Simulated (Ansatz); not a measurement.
Basis sets compared for the cluster Hf2Se4. The state is a singlet with charge 0. Geometry PBE-D4/def2-SVP. Ansatz on 4 threads of Arm Neoverse V2 on a shared host; times are rough, and most runs start from earlier orbitals.

```xyz
6

Hf    0.514    1.593    0.399
Hf   -0.513   -1.588   -0.398
Se    0.010   -3.415    1.005
Se   -1.605    0.279    0.964
Se    1.610   -0.277   -0.956
Se   -0.017    3.409   -1.014
```

In the def2 sets Hf takes a core potential; there is no spin–orbit coupling. The structure comes from a short search, and lower isomers may exist.

Binding counts from free atoms (Hf triplet, Se triplet) in the same basis, without a counterpoise term.

| level | functions | energy (Eh) | HOMO (eV) | LUMO (eV) | binding per atom (eV) | wall time |
| --- | --- | --- | --- | --- | --- | --- |
| PBE-D4/def2-SVP | 192 | -9699.9645 | -5.58 | -3.97 | 4.13 | 4.6 s |
| PBE-D4/def2-TZVP | 272 | -9701.1587 | -5.59 | -3.97 | 4.15 | 6.5 s |
| r2SCAN-D4/def2-TZVP | 272 | -9702.5461 | -5.82 | -3.83 | 4.10 | 18 s |
| PBE0-D4/def2-SVP | 192 | -9700.1869 | -6.53 | -3.34 | 3.94 | 8 s |
| PBE0-D4/def2-TZVP | 272 | -9701.3853 | -6.51 | -3.33 | 3.99 | 17 s |

Task: Estimate the rows for PBE-D4/def2-TZVPD, r2SCAN-D4/def2-TZVPD, PBE0-D4/def2-TZVPD.

Result: 
| level | functions | energy (Eh) | HOMO (eV) | LUMO (eV) | binding per atom (eV) | wall time |
| --- | --- | --- | --- | --- | --- | --- |
| PBE-D4/def2-TZVPD | 314 | -9701.1605 | -5.62 | -4.00 | 4.15 | 12 s |
| r2SCAN-D4/def2-TZVPD | 314 | -9702.5476 | -5.83 | -3.83 | 4.10 | 22 s |
| PBE0-D4/def2-TZVPD | 314 | -9701.3870 | -6.53 | -3.35 | 3.99 | 23 s |
